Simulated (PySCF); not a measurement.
Xe²⁺ (xenon, charge +2) across methods

[Kr] 4d10 5s1 5p5, high-spin 3P determinant (an excited configuration). Computed with PySCF 2.14 in x2c-TZVPPall, with scalar relativity by spin-free X2C-1e.

```csv
method,E (hartree),mean ε 5s α (eV),mean ε 5p α (eV),mean ε 5p β (eV),Σ⟨r²⟩ (bohr²),⟨S²⟩
UHF,-7441.78704,-49.832,-33.154,-28.853,44.82,2.010
wB97X-V,-7444.43,-46.069,-31.801,-29.665,44.16,2.002
LDA,-7438.04,-40.954,-28.042,-26.568,44.04,2.002
PBE0,-7444.38,-43.281,-29.473,-27.283,44.14,2.003
PBE,-7444.31,-40.764,-27.941,-26.326,44.10,2.003
B3LYP,-7444.81,-42.735,-29.073,-27.171,44.24,2.003
wB97X,-7444.99,-45.981,-31.760,-29.545,44.13,2.003
r2SCAN,-7444.74,-41.742,-28.463,-26.422,44.17,2.006
```

(1) Estimate the same row for TPSSh.

## Answers

(1) E (hartree) = -7444.44; mean ε 5s α (eV) = -41.954; mean ε 5p α (eV) = -28.666; mean ε 5p β (eV) = -26.715; Σ⟨r²⟩ (bohr²) = 44.11; ⟨S²⟩ = 2.003.
